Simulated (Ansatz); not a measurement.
A short molecular-dynamics run on `C[O][Al]([OH])[O]C`.

```yaml
crystal:
  periodic: [false, false, false]
  atoms:
    - {symbol: C, position_ang: [0.385855, -0.959190, 1.832406]}
    - {symbol: O, position_ang: [1.102810, -0.059250, 1.044734]}
    - {symbol: Al, position_ang: [0.909193, 0.787814, -0.393384]}
    - {symbol: O, position_ang: [2.138755, 1.830585, -0.891843]}
    - {symbol: O, position_ang: [-0.431667, 0.676962, -1.387544]}
    - {symbol: C, position_ang: [-1.638718, -0.011324, -1.476766]}
    - {symbol: H, position_ang: [0.867130, -1.943364, 1.822874]}
    - {symbol: H, position_ang: [-0.650049, -1.088092, 1.495269]}
    - {symbol: H, position_ang: [0.358496, -0.610000, 2.870065]}
    - {symbol: H, position_ang: [2.927572, 1.942777, -0.364241]}
    - {symbol: H, position_ang: [-1.736780, -0.800246, -0.720545]}
    - {symbol: H, position_ang: [-1.731184, -0.479684, -2.462397]}
    - {symbol: H, position_ang: [-2.481013, 0.678310, -1.353830]}
basis:
  gaussian: {orbitals: "6-31G*"}
hamiltonian: {xc: {name: r2SCAN}, dispersion: d3bjatm}
md: {timestep: 1 fs, n_steps: 20, ensemble: nve, temperature: 500, initial_velocities: maxwell_boltzmann, seed: 865}
```

```sh
$ ansatz run in.yaml --threads 4 --pin off --events-out ev --progress --plain --max-ram 11315MiB
```

```csv
step,time (fs),potential energy (eV),kinetic (eV),T (K),conserved (eV)
0,0.0,-14923.7845,0.7109,500,-14923.0736
1,1.0,-14923.7222,0.6515,458,-14923.0708
2,2.0,-14923.5992,0.5326,375,-14923.0666
3,3.0,-14923.4778,0.4131,291,-14923.0647
4,4.0,-14923.3896,0.3249,228,-14923.0647
5,5.0,-14923.3362,0.2712,191,-14923.0651
6,6.0,-14923.3121,0.2469,174,-14923.0652
7,7.0,-14923.3168,0.2524,178,-14923.0644
8,8.0,-14923.3641,0.3006,211,-14923.0635
9,9.0,-14923.4641,0.3980,280,-14923.0660
10,10.0,-14923.5775,0.5069,356,-14923.0706
11,11.0,-14923.6357,0.5636,396,-14923.0721
12,12.0,-14923.6137,0.5440,383,-14923.0697
13,13.0,-14923.5436,0.4768,335,-14923.0668
14,14.0,-14923.4687,0.4031,283,-14923.0656
15,15.0,-14923.4102,0.3447,242,-14923.0654
16,16.0,-14923.3718,0.3063,215,-14923.0655
17,17.0,-14923.3537,0.2882,203,-14923.0654
18,18.0,-14923.3583,0.2935,206,-14923.0649
19,19.0,-14923.3957,0.3313,233,-14923.0644
20,20.0,-14923.4708,0.4044,284,-14923.0664
```

Velocities are drawn at the set temperature; a run this short doesn't reach equilibrium.

Frames (Å, forces in eV/Å):

```xyz
13
time=0.0 fs
C     0.386   -0.959    1.832   -0.119   -0.094    0.056
O     1.103   -0.059    1.045    0.297   -0.003    0.241
Al    0.909    0.788   -0.393   -0.008   -0.022    0.025
O     2.139    1.831   -0.892   -0.049    0.213   -0.367
O    -0.432    0.677   -1.388   -0.092    0.171   -0.309
C    -1.639   -0.011   -1.477   -0.106   -0.094    0.028
H     0.867   -1.943    1.823    0.070   -0.134   -0.004
H    -0.650   -1.088    1.495   -0.151   -0.023   -0.038
H     0.358   -0.610    2.870    0.002    0.050    0.140
H     2.928    1.943   -0.364    0.303    0.016    0.244
H    -1.737   -0.800   -0.721   -0.026   -0.121    0.105
H    -1.731   -0.480   -2.462   -0.008   -0.058   -0.137
H    -2.481    0.678   -1.354   -0.113    0.100    0.017
13
time=1.0 fs
C     0.385   -0.964    1.834   -0.833    0.395   -0.748
O     1.099   -0.058    1.042    0.409   -0.103    0.196
Al    0.911    0.785   -0.396    0.029   -0.048    0.120
O     2.134    1.830   -0.891   -0.039    0.278   -0.465
O    -0.434    0.681   -1.378    0.039    0.222   -0.484
C    -1.623   -0.011   -1.479   -0.856   -0.060    0.838
H     0.870   -1.938    1.820    0.092   -0.346    0.067
H    -0.670   -1.072    1.467    0.568   -0.110    0.381
H     0.368   -0.574    2.845   -0.128   -0.075    0.548
H     2.934    1.944   -0.384    0.360    0.018    0.288
H    -1.761   -0.783   -0.703    0.181   -0.106   -0.019
H    -1.757   -0.480   -2.438    0.257   -0.415   -0.799
H    -2.484    0.656   -1.371   -0.079    0.349    0.077
13
time=2.0 fs
C     0.384   -0.968    1.835   -1.262    0.843   -1.251
O     1.095   -0.056    1.040    0.509   -0.204    0.149
Al    0.913    0.782   -0.399    0.069   -0.071    0.210
O     2.129    1.830   -0.890    0.207    0.380   -0.420
O    -0.436    0.684   -1.369    0.175    0.285   -0.645
C    -1.609   -0.012   -1.480   -1.641   -0.127    1.385
H     0.874   -1.935    1.817    0.072   -0.442    0.137
H    -0.686   -1.057    1.443    1.033   -0.221    0.705
H     0.376   -0.538    2.826   -0.236   -0.250    0.756
H     2.944    1.945   -0.401    0.181   -0.016    0.188
H    -1.783   -0.766   -0.685    0.380   -0.064   -0.165
H    -1.780   -0.484   -2.421    0.501   -0.640   -1.171
H    -2.489    0.637   -1.387    0.013    0.527    0.121
13
time=3.0 fs
C     0.382   -0.972    1.836   -1.337    1.206   -1.362
O     1.091   -0.054    1.037    0.591   -0.304    0.111
Al    0.916    0.779   -0.401    0.114   -0.088    0.290
O     2.124    1.830   -0.889    0.580    0.499   -0.310
O    -0.439    0.689   -1.361    0.302    0.353   -0.783
C    -1.595   -0.012   -1.481   -2.447   -0.332    1.449
H     0.879   -1.937    1.816   -0.006   -0.380    0.201
H    -0.691   -1.043    1.425    1.193   -0.336    0.889
H     0.382   -0.504    2.813   -0.317   -0.501    0.714
H     2.956    1.946   -0.417   -0.129   -0.069    0.026
H    -1.802   -0.750   -0.669    0.549   -0.037   -0.286
H    -1.798   -0.494   -2.416    0.754   -0.630   -1.076
H    -2.493    0.623   -1.402    0.152    0.619    0.139
13
time=4.0 fs
C     0.379   -0.975    1.835   -1.061    1.450   -1.142
O     1.088   -0.053    1.035    0.652   -0.399    0.094
Al    0.918    0.776   -0.403    0.161   -0.093    0.354
O     2.120    1.830   -0.889    0.903    0.600   -0.229
O    -0.441    0.693   -1.352    0.409    0.416   -0.895
C    -1.584   -0.012   -1.480   -3.189   -0.607    1.093
H     0.884   -1.943    1.816   -0.130   -0.182    0.251
H    -0.684   -1.033    1.416    1.040   -0.438    0.912
H     0.385   -0.476    2.808   -0.369   -0.792    0.497
H     2.966    1.947   -0.432   -0.394   -0.112   -0.099
H    -1.816   -0.734   -0.656    0.666   -0.055   -0.349
H    -1.809   -0.511   -2.420    1.007   -0.415   -0.612
H    -2.495    0.615   -1.416    0.305    0.625    0.126
13
time=5.0 fs
C     0.375   -0.977    1.833   -0.461    1.567   -0.709
O     1.085   -0.052    1.033    0.688   -0.488    0.108
Al    0.920    0.773   -0.406    0.205   -0.081    0.393
O     2.116    1.831   -0.888    1.039    0.657   -0.235
O    -0.443    0.697   -1.345    0.480    0.460   -0.979
C    -1.575   -0.014   -1.478   -3.726   -0.821    0.553
H     0.887   -1.950    1.819   -0.263    0.077    0.277
H    -0.668   -1.028    1.415    0.571   -0.517    0.765
H     0.385   -0.455    2.807   -0.392   -1.046    0.233
H     2.973    1.946   -0.448   -0.481   -0.126   -0.126
H    -1.823   -0.719   -0.646    0.715   -0.126   -0.337
H    -1.811   -0.531   -2.431    1.198   -0.119   -0.032
H    -2.495    0.614   -1.429    0.428    0.562    0.089
13
time=6.0 fs
C     0.370   -0.977    1.830    0.395    1.572   -0.179
O     1.083   -0.051    1.030    0.694   -0.575    0.162
Al    0.922    0.770   -0.408    0.239   -0.052    0.405
O     2.113    1.832   -0.888    0.942    0.664   -0.335
O    -0.444    0.702   -1.338    0.504    0.473   -1.041
C    -1.569   -0.015   -1.476   -3.945   -0.883    0.026
H     0.888   -1.957    1.825   -0.362    0.308    0.274
H    -0.646   -1.027    1.422   -0.184   -0.567    0.457
H     0.380   -0.444    2.808   -0.387   -1.194    0.027
H     2.975    1.944   -0.465   -0.344   -0.104   -0.045
H    -1.823   -0.705   -0.639    0.687   -0.243   -0.250
H    -1.801   -0.553   -2.442    1.277    0.149    0.460
H    -2.491    0.617   -1.441    0.483    0.453    0.039
13
time=7.0 fs
C     0.366   -0.976    1.828    1.304    1.495    0.313
O     1.081   -0.050    1.028    0.670   -0.662    0.257
Al    0.925    0.767   -0.410    0.256   -0.009    0.391
O     2.111    1.834   -0.888    0.666    0.631   -0.492
O    -0.446    0.707   -1.331    0.481    0.452   -1.080
C    -1.566   -0.018   -1.474   -3.803   -0.777   -0.385
H     0.886   -1.960    1.833   -0.391    0.445    0.240
H    -0.626   -1.031    1.433   -1.051   -0.589    0.063
H     0.372   -0.444    2.810   -0.355   -1.195   -0.065
H     2.974    1.942   -0.482   -0.035   -0.059    0.106
H    -1.817   -0.694   -0.635    0.587   -0.384   -0.108
H    -1.779   -0.573   -2.448    1.226    0.331    0.769
H    -2.482    0.625   -1.452    0.446    0.320   -0.010
13
time=8.0 fs
C     0.363   -0.974    1.826    1.860    1.357    0.581
O     1.079   -0.050    1.026    0.619   -0.747    0.391
Al    0.927    0.764   -0.412    0.252    0.044    0.356
O     2.108    1.836   -0.889    0.363    0.586   -0.635
O    -0.446    0.712   -1.325    0.417    0.401   -1.096
C    -1.567   -0.021   -1.472   -3.333   -0.546   -0.619
H     0.880   -1.960    1.844   -0.334    0.451    0.176
H    -0.616   -1.042    1.445   -1.643   -0.571   -0.250
H     0.361   -0.456    2.811   -0.301   -1.042   -0.023
H     2.973    1.938   -0.499    0.295   -0.012    0.252
H    -1.805   -0.686   -0.631    0.432   -0.509    0.050
H    -1.745   -0.589   -2.447    1.059    0.407    0.870
H    -2.469    0.636   -1.464    0.314    0.182   -0.053
13
time=9.0 fs
C     0.361   -0.971    1.824    1.681    1.150    0.484
O     1.078   -0.051    1.024    0.549   -0.825    0.556
Al    0.930    0.761   -0.413    0.228    0.102    0.309
O     2.106    1.838   -0.889    0.228    0.560   -0.691
O    -0.447    0.718   -1.320    0.323    0.335   -1.086
C    -1.570   -0.024   -1.471   -2.616   -0.260   -0.621
H     0.870   -1.955    1.856   -0.194    0.323    0.090
H    -0.622   -1.057    1.455   -1.574   -0.488   -0.328
H     0.347   -0.478    2.812   -0.233   -0.756    0.136
H     2.974    1.935   -0.513    0.452    0.008    0.313
H    -1.789   -0.683   -0.627    0.251   -0.569    0.163
H    -1.701   -0.602   -2.438    0.802    0.369    0.760
H    -2.452    0.648   -1.476    0.101    0.051   -0.085
13
time=10.0 fs
C     0.361   -0.967    1.822    0.821    0.869    0.102
O     1.077   -0.052    1.023    0.471   -0.889    0.739
Al    0.933    0.758   -0.415    0.188    0.160    0.257
O     2.105    1.840   -0.890    0.362    0.562   -0.627
O    -0.448    0.724   -1.316    0.210    0.267   -1.049
C    -1.575   -0.028   -1.470   -1.761    0.018   -0.360
H     0.859   -1.947    1.869    0.001    0.094   -0.014
H    -0.643   -1.078    1.461   -0.871   -0.320   -0.188
H     0.330   -0.507    2.814   -0.162   -0.388    0.352
H     2.980    1.931   -0.525    0.334   -0.006    0.259
H    -1.771   -0.685   -0.622    0.067   -0.524    0.177
H    -1.649   -0.612   -2.422    0.494    0.224    0.461
H    -2.435    0.661   -1.488   -0.155   -0.068   -0.111
13
time=11.0 fs
C     0.362   -0.962    1.821   -0.266    0.534   -0.286
O     1.076   -0.053    1.022    0.392   -0.927    0.919
Al    0.935    0.755   -0.417    0.141    0.221    0.207
O     2.103    1.843   -0.892    0.687    0.577   -0.485
O    -0.448    0.729   -1.312    0.084    0.210   -0.983
C    -1.581   -0.031   -1.469   -0.887    0.240    0.106
H     0.848   -1.938    1.882    0.204   -0.161   -0.126
H    -0.672   -1.101    1.465    0.055   -0.091    0.009
H     0.312   -0.540    2.820   -0.094   -0.019    0.515
H     2.988    1.928   -0.533    0.019   -0.039    0.130
H    -1.752   -0.692   -0.615   -0.104   -0.369    0.082
H    -1.593   -0.619   -2.401    0.177    0.008    0.045
H    -2.419    0.674   -1.502   -0.406   -0.183   -0.133
13
time=12.0 fs
C     0.362   -0.957    1.819   -1.161    0.161   -0.426
O     1.076   -0.055    1.022    0.319   -0.926    1.069
Al    0.938    0.752   -0.418    0.095    0.284    0.164
O     2.102    1.847   -0.894    1.008    0.574   -0.341
O    -0.448    0.736   -1.309   -0.055    0.172   -0.890
C    -1.589   -0.035   -1.469   -0.084    0.365    0.593
H     0.838   -1.930    1.894    0.359   -0.347   -0.237
H    -0.701   -1.126    1.470    0.825    0.146    0.138
H     0.293   -0.573    2.830   -0.025    0.280    0.506
H     2.997    1.924   -0.541   -0.304   -0.068    0.005
H    -1.734   -0.703   -0.607   -0.262   -0.141   -0.082
H    -1.535   -0.626   -2.380   -0.116   -0.196   -0.344
H    -2.407    0.684   -1.517   -0.600   -0.305   -0.154
13
time=13.0 fs
C     0.361   -0.952    1.818   -1.695   -0.266   -0.229
O     1.076   -0.057    1.022    0.259   -0.874    1.161
Al    0.941    0.750   -0.419    0.058    0.351    0.133
O     2.101    1.850   -0.896    1.156    0.533   -0.253
O    -0.449    0.742   -1.306   -0.210    0.150   -0.780
C    -1.596   -0.038   -1.467    0.611    0.360    0.870
H     0.832   -1.926    1.904    0.427   -0.384   -0.333
H    -0.722   -1.149    1.476    1.288    0.353    0.159
H     0.274   -0.604    2.845    0.060    0.479    0.284
H     3.004    1.920   -0.548   -0.467   -0.075   -0.056
H    -1.718   -0.716   -0.600   -0.403    0.099   -0.245
H    -1.478   -0.635   -2.362   -0.386   -0.283   -0.544
H    -2.401    0.692   -1.534   -0.698   -0.443   -0.167
13
time=14.0 fs
C     0.359   -0.946    1.815   -1.855   -0.755    0.222
O     1.076   -0.060    1.023    0.217   -0.765    1.178
Al    0.944    0.747   -0.421    0.033    0.418    0.121
O     2.101    1.854   -0.898    1.056    0.452   -0.242
O    -0.449    0.748   -1.304   -0.381    0.135   -0.662
C    -1.603   -0.041   -1.466    1.202    0.235    0.811
H     0.830   -1.926    1.910    0.401   -0.259   -0.402
H    -0.730   -1.168    1.483    1.429    0.504    0.083
H     0.255   -0.629    2.863    0.162    0.593   -0.078
H     3.005    1.914   -0.556   -0.397   -0.058   -0.032
H    -1.706   -0.727   -0.595   -0.522    0.295   -0.346
H    -1.424   -0.647   -2.349   -0.658   -0.204   -0.485
H    -2.402    0.696   -1.552   -0.688   -0.592   -0.166
13
time=15.0 fs
C     0.355   -0.942    1.813   -1.665   -1.255    0.766
O     1.076   -0.064    1.024    0.194   -0.603    1.115
Al    0.947    0.745   -0.422    0.019    0.480    0.132
O     2.102    1.858   -0.900    0.741    0.342   -0.297
O    -0.450    0.754   -1.302   -0.565    0.119   -0.549
C    -1.609   -0.044   -1.463    1.692    0.068    0.466
H     0.832   -1.928    1.913    0.306   -0.034   -0.430
H    -0.725   -1.183    1.491    1.259    0.584   -0.074
H     0.238   -0.650    2.881    0.269    0.654   -0.449
H     3.003    1.909   -0.565   -0.124   -0.027    0.064
H    -1.700   -0.735   -0.594   -0.609    0.410   -0.350
H    -1.377   -0.661   -2.341   -0.932   -0.008   -0.248
H    -2.409    0.694   -1.572   -0.585   -0.731   -0.145
13
time=16.0 fs
C     0.350   -0.938    1.812   -1.141   -1.663    1.263
O     1.076   -0.068    1.027    0.190   -0.399    0.981
Al    0.950    0.742   -0.423    0.008    0.528    0.169
O     2.103    1.863   -0.903    0.346    0.227   -0.372
O    -0.451    0.761   -1.301   -0.755    0.091   -0.449
C    -1.613   -0.046   -1.460    2.054   -0.044   -0.018
H     0.837   -1.930    1.911    0.180    0.199   -0.410
H    -0.708   -1.192    1.499    0.781    0.572   -0.298
H     0.224   -0.663    2.894    0.359    0.685   -0.715
H     3.000    1.903   -0.572    0.221    0.003    0.182
H    -1.699   -0.740   -0.596   -0.656    0.429   -0.247
H    -1.339   -0.675   -2.335   -1.169    0.202    0.019
H    -2.422    0.684   -1.593   -0.418   -0.831   -0.103
13
time=17.0 fs
C     0.345   -0.936    1.812   -0.321   -1.884    1.627
O     1.076   -0.072    1.030    0.202   -0.169    0.792
Al    0.952    0.740   -0.424   -0.005    0.556    0.229
O     2.105    1.867   -0.905    0.067    0.127   -0.406
O    -0.453    0.767   -1.299   -0.936    0.050   -0.365
C    -1.616   -0.049   -1.457    2.258   -0.050   -0.502
H     0.844   -1.931    1.905    0.056    0.359   -0.342
H    -0.683   -1.196    1.504    0.020    0.456   -0.573
H     0.213   -0.671    2.900    0.412    0.696   -0.818
H     2.998    1.897   -0.578    0.445    0.019    0.256
H    -1.704   -0.740   -0.600   -0.658    0.360   -0.056
H    -1.312   -0.687   -2.329   -1.316    0.342    0.206
H    -2.438    0.667   -1.616   -0.224   -0.862   -0.047
13
time=18.0 fs
C     0.338   -0.936    1.813    0.631   -1.891    1.784
O     1.077   -0.076    1.033    0.229    0.069    0.570
Al    0.955    0.738   -0.425   -0.027    0.562    0.306
O     2.106    1.872   -0.908    0.047    0.046   -0.353
O    -0.455    0.773   -1.298   -1.093   -0.005   -0.296
C    -1.617   -0.052   -1.455    2.286    0.040   -0.879
H     0.851   -1.928    1.897   -0.045    0.402   -0.234
H    -0.658   -1.195    1.503   -0.863    0.264   -0.849
H     0.205   -0.671    2.898    0.414    0.691   -0.742
H     3.001    1.891   -0.582    0.407    0.020    0.238
H    -1.716   -0.737   -0.605   -0.613    0.237    0.179
H    -1.298   -0.695   -2.321   -1.337    0.369    0.260
H    -2.457    0.642   -1.638   -0.037   -0.804    0.016
13
time=19.0 fs
C     0.333   -0.937    1.815    1.347   -1.761    1.637
O     1.077   -0.080    1.037    0.274    0.302    0.331
Al    0.958    0.737   -0.426   -0.063    0.551    0.389
O     2.107    1.877   -0.912    0.263   -0.023   -0.222
O    -0.458    0.780   -1.298   -1.215   -0.072   -0.244
C    -1.616   -0.054   -1.453    2.142    0.172   -1.057
H     0.858   -1.921    1.885   -0.110    0.316   -0.100
H    -0.642   -1.192    1.494   -1.506    0.089   -1.007
H     0.202   -0.665    2.889    0.359    0.675   -0.498
H     3.008    1.885   -0.583    0.133    0.015    0.137
H    -1.733   -0.732   -0.608   -0.523    0.117    0.386
H    -1.296   -0.700   -2.310   -1.218    0.269    0.173
H    -2.477    0.609   -1.661    0.118   -0.649    0.075
13
time=20.0 fs
C     0.328   -0.939    1.819    1.435   -1.601    1.097
O     1.078   -0.084    1.041    0.336    0.514    0.092
Al    0.961    0.735   -0.427   -0.111    0.532    0.466
O     2.109    1.881   -0.915    0.543   -0.096   -0.068
O    -0.461    0.786   -1.297   -1.294   -0.148   -0.207
C    -1.614   -0.057   -1.452    1.839    0.286   -0.966
H     0.864   -1.911    1.873   -0.135    0.114    0.046
H    -0.639   -1.188    1.475   -1.527    0.037   -0.909
H     0.203   -0.653    2.876    0.252    0.647   -0.133
H     3.017    1.880   -0.583   -0.210    0.014    0.012
H    -1.756   -0.726   -0.608   -0.386    0.058    0.487
H    -1.306   -0.703   -2.298   -0.966    0.048   -0.042
H    -2.495    0.570   -1.682    0.224   -0.405    0.125
```

Run time 47 s (4 threads of an Arm Neoverse V2 on a shared host); peak host memory 0.52 GiB.
